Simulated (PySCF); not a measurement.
Iridium: highly charged ions in a basis for the neutral atom

Ir¹⁵⁺ [Kr] 4d10 4f14 5s2. All numbers are calculated (PySCF 2.14, a scalar-relativistic core potential, in def2-TZVP with the def2 core potential (60 electrons) (6s4p3d1f, 40 functions)). No spin-orbit coupling, so a gap to NIST mixes the basis error with missing relativistic terms.

Changed run: basis of the neutral atom used for a highly charged ion. This setting is unsound on purpose.

```tsv
species	method	sound run (hartree)	changed run (hartree)	converged
Ir¹⁵⁺	UHF	not run	-28.69823	yes
Ir¹⁵⁺	PBE0	not run	-28.81618	yes
Ir¹⁵⁺	r2SCAN	not run	-28.81198	yes
```

The contracted functions were made for the neutral atom and can be too rigid for a highly charged ion.
